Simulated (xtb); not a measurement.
Input for xtb: GFN2-xTB on GeH2IN (SMILES [NH2][Ge][I]), a point of a torsion scan.

```
$ xtb mol.xyz --gfn 2 --opt vtight --chrg 0 --uhf 0 --input xcontrol
5

N     -0.83698423     0.01849623    -0.02319725
Ge     0.64091458    -0.92298722    -0.42652156
I      2.28425227     0.48466552    -1.73501016
H     -0.93301839     0.98917173    -0.31565822
H     -1.59934174    -0.40915875     0.49886311
$constrain
  force constant=1.0
  dihedral: 4,1,2,3,0.0
$end
```

The log:

```
[...]
           -------------------------------------------------
          |                Calculation Setup                |
           -------------------------------------------------



           -------------------------------------------------
          |                 G F N 2 - x T B                 |
           -------------------------------------------------

        Reference                      10.1021/acs.jctc.8b01176
      * Hamiltonian:
        H0-scaling (s, p, d)           1.850000    2.230000    2.230000
        zeta-weighting                 0.500000
      * Dispersion:
        s8                             2.700000
        a1                             0.520000
        a2                             5.000000
        s9                             5.000000
      * Repulsion:
        kExp                           1.500000    1.000000
        rExp                           1.000000
      * Coulomb:
        alpha                          2.000000
        third order                    shell-resolved
        anisotropic                    true
        a3                             3.000000
        a5                             4.000000
        cn-shift                       1.200000
        cn-exp                         4.000000
        max-rad                        5.000000


          ...................................................
          :                      SETUP                      :
          :.................................................:
          :  # basis functions                  26          :
          :  # atomic orbitals                  24          :
          :  # shells                           10          :
          :  # electrons                        18          :
          :  max. iterations                   250          :
          :  Hamiltonian                  GFN2-xTB          :
          :  restarted?                      false          :
          :  GBSA solvation                  false          :
          :  PC potential                    false          :
          :  electronic temp.          300.0000000     K    :
          :  accuracy                    1.0000000          :
          :  -> integral cutoff          0.2500000E+02      :
          :  -> integral neglect         0.1000000E-07      :
          :  -> SCF convergence          0.1000000E-05 Eh   :
          :  -> wf. convergence          0.1000000E-03 e    :
          :  Broyden damping             0.4000000          :
          :  net charge                          0          :
          :  unpaired electrons                  0          :
          ...................................................

 iter      E             dE          RMSdq      gap      omega  full diag
   1     -8.2016301 -0.820163E+01  0.240E+01    2.07       0.0  T
   2     -8.3190093 -0.117379E+00  0.314E+01    3.76       1.0  T
   3     -9.6072706 -0.128826E+01  0.100E+01    4.45       1.0  T
   4     -9.6562034 -0.489328E-01  0.883E+00    4.35       1.0  T
   5     -9.7514260 -0.952225E-01  0.624E+00    4.10       1.0  T
   6     -9.8164134 -0.649875E-01  0.190E+00    3.97       1.0  T
   7     -9.8135076  0.290589E-02  0.219E+00    3.76       1.0  T
   8     -9.8170138 -0.350625E-02  0.804E-01    3.96       1.0  T
   9     -9.8163189  0.694925E-03  0.836E-01    3.92       1.0  T
  10     -9.8171898 -0.870934E-03  0.263E-01    3.97       1.0  T
  11     -9.8172696 -0.797717E-04  0.559E-02    3.97       1.0  T
  12     -9.8172696 -0.151003E-07  0.262E-02    3.97       1.7  T
  13     -9.8172696  0.271462E-07  0.116E-02    3.97       3.9  T
  14     -9.8172700 -0.390982E-06  0.184E-03    3.97      24.3  T
  15     -9.8172700 -0.287372E-09  0.101E-03    3.97      44.5  T
  16     -9.8172700 -0.197988E-08  0.539E-04    3.97      83.0  T
  17     -9.8172700 -0.503757E-10  0.499E-05    3.97     896.1  T

   *** convergence criteria satisfied after 17 iterations ***

         #    Occupation            Energy/Eh            Energy/eV
      -------------------------------------------------------------
         1        2.0000           -0.7169771             -19.5099
       ...           ...                  ...                  ...
         3        2.0000           -0.5915149             -16.0959
         4        2.0000           -0.5347015             -14.5500
         5        2.0000           -0.4619780             -12.5711
         6        2.0000           -0.4170104             -11.3474
         7        2.0000           -0.4054435             -11.0327
         8        2.0000           -0.4027191             -10.9585
         9        2.0000           -0.3889701             -10.5844 (HOMO)
        10                         -0.2431456              -6.6163 (LUMO)
        11                         -0.1623875              -4.4188
        12                         -0.1138018              -3.0967
        13                          0.0057359               0.1561
        14                  
[...]
00           -0.4167523             -11.3404
         7        2.0000           -0.4049585             -11.0195
         8        2.0000           -0.3984798             -10.8432
         9        2.0000           -0.3954733             -10.7614 (HOMO)
        10                         -0.2499165              -6.8006 (LUMO)
        11                         -0.1773466              -4.8258
        12                         -0.1236514              -3.3647
        13                          0.0171144               0.4657
        14                          0.0283259               0.7708
       ...                                ...                  ...
        24                          1.0379223              28.2433
      -------------------------------------------------------------
                  HL-Gap            0.1455569 Eh            3.9608 eV
             Fermi-level           -0.3226949 Eh           -8.7810 eV

 SCC (total)                   0 d,  0 h,  0 min,  0.002 sec
 SCC setup                      ...        0 min,  0.000 sec (  2.453%)
 Dispersion                     ...        0 min,  0.000 sec (  0.662%)
 classical contributions        ...        0 min,  0.000 sec (  0.249%)
 integral evaluation            ...        0 min,  0.001 sec ( 32.545%)
 iterations                     ...        0 min,  0.001 sec ( 25.661%)
 molecular gradient             ...        0 min,  0.001 sec ( 35.912%)
 printout                       ...        0 min,  0.000 sec (  2.174%)

         :::::::::::::::::::::::::::::::::::::::::::::::::::::
         ::                     SUMMARY                     ::
         :::::::::::::::::::::::::::::::::::::::::::::::::::::
         :: total energy              -9.777020723061 Eh    ::
         :: gradient norm              0.000084493739 Eh/a0 ::
         :: HOMO-LUMO gap              3.960803706350 eV    ::
         ::.................................................::
         :: SCC energy                -9.825865567060 Eh    ::
         :: -> isotropic ES            0.001041024795 Eh    ::
         :: -> anisotropic ES         -0.000260216898 Eh    ::
         :: -> anisotropic XC         -0.008511125653 Eh    ::
         :: -> dispersion             -0.003140657783 Eh    ::
         :: repulsion energy           0.048844843985 Eh    ::
         :: add. restraining           0.000000000014 Eh    ::
         :: total charge               0.000000000000 e     ::
         :::::::::::::::::::::::::::::::::::::::::::::::::::::

           -------------------------------------------------
          |                Property Printout                |
           -------------------------------------------------

    * Orbital Energies and Occupations

         #    Occupation            Energy/Eh            Energy/eV
      -------------------------------------------------------------
         1        2.0000           -0.7129099             -19.3993
         2        2.0000           -0.6465924             -17.5947
         3        2.0000           -0.5966790             -16.2365
         4        2.0000           -0.5287356             -14.3876
         5        2.0000           -0.4615699             -12.5600
         6        2.0000           -0.4167523             -11.3404
         7        2.0000           -0.4049585             -11.0195
         8        2.0000           -0.3984798             -10.8432
         9        2.0000           -0.3954733             -10.7614 (HOMO)
        10                         -0.2499165              -6.8006 (LUMO)
        11                         -0.1773466              -4.8258
        12                         -0.1236514              -3.3647
        13                          0.0171144               0.4657
        14                          0.0283259               0.7708
        15                          0.0361821               0.9846
        16                          0.0584052               1.5893
        17                          0.0747337               2.0336
        18                          0.0834871               2.2718
        19                          0.1128965               3.0721
        20                          0.1829305               4.9778
       ...                                ...                  ...
        24                          1.0379223              28.2433
      -------------------------------------------------------------
                  HL-Gap            0.1455569 Eh            3.9608 eV
             Fermi-level           -0.3226949 Eh           -8.7810 eV

     #   Z          covCN         q      C6AA      α(0)
     1   7 N        2.561    -0.403    30.492     8.201
     2  32 Ge       1.706     0.315   248.674    32.970
     3  53 I        0.880    -0.236   389.502    34.070
     4   1 H        0.860     0.175     1.244     1.747
     5   1 H        0.861     0.149     1.406     1.857

 Mol. C6AA /au·bohr⁶  :       1851.492777
 Mol. C8AA /au·bohr⁸  :     138584.933011
 Mol. α(0) /au        :         78.844376


Wiberg/Mayer (AO) data.
largest (>0.10) Wiberg bond orders for each atom
Note: The following floating-point exceptions are signalling: IEEE_DENORMAL
normal termination of xtb

 ---------------------------------------------------------------------------
     #   Z sym  total        # sym  WBO       # sym  WBO       # sym  WBO
 ---------------------------------------------------------------------------
     1   7 N    3.271 --     2 Ge   1.371     5 H    0.952     4 H    0.937
     2  32 Ge   2.602 --     1 N    1.371     3 I    1.181
     3  53 I    1.199 --     2 Ge   1.181
     4   1 H    0.969 --     1 N    0.937
     5   1 H    0.978 --     1 N    0.952
 ---------------------------------------------------------------------------

Topologies differ in total number of bonds
Writing topology from bond orders to xtbtopo.mol

molecular dipole:
                 x           y           z       tot (Debye)
 q only:       -0.717      -0.668       0.591
   full:       -1.865      -1.602       1.490       7.307
molecular quadrupole (traceless):
                xx          xy          yy          xz          yz          zz
 q only:       -2.189      -3.058       3.944       3.683       1.397      -1.755
  q+dip:       -5.790      -9.415       8.848      11.794       5.866      -3.058
   full:       -5.878      -8.723       7.849      12.373       6.433      -1.971

           -------------------------------------------------
          |                Geometry Summary                 |
           -------------------------------------------------

      molecular mass/u    :      215.5546068
   center of mass at/Å    :        1.3957975      -0.0484253      -1.1072665
  moments of inertia/u·Å² :        0.4394665E+02   0.3677036E+03   0.4116502E+03
rotational constants/cm⁻¹ :        0.3835931E+00   0.4584571E-01   0.4095135E-01

 * 3 selected distances

     #   Z          #   Z                                           value/Å
     1   7 N        2  32 Ge                                      1.8099264 (max)
     1   7 N        4   1 H                                       1.0103550
     1   7 N        5   1 H                                       1.0089738 (min)

 * 2 distinct bonds (by element types)

   Z      Z             #   av. dist./Å        max./Å        min./Å
   1 H    7 N           2     1.0096644     1.0103550     1.0089738
   7 N   32 Ge          1     1.8099264     1.8099264     1.8099264


optimized geometry written to: xtbopt.xyz


           -------------------------------------------------
          | TOTAL ENERGY               -9.777020723061 Eh   |
          | GRADIENT NORM               0.000084493739 Eh/α |
          | HOMO-LUMO GAP               3.960803706350 eV   |
           -------------------------------------------------

------------------------------------------------------------------------
------------------------------------------------------------------------
 total:
 SCF:
 ANC optimizer:
```

The run finished.

Warnings raised: the energy holds the restraint's term.

Cost: very roughly 0.08 core-seconds.
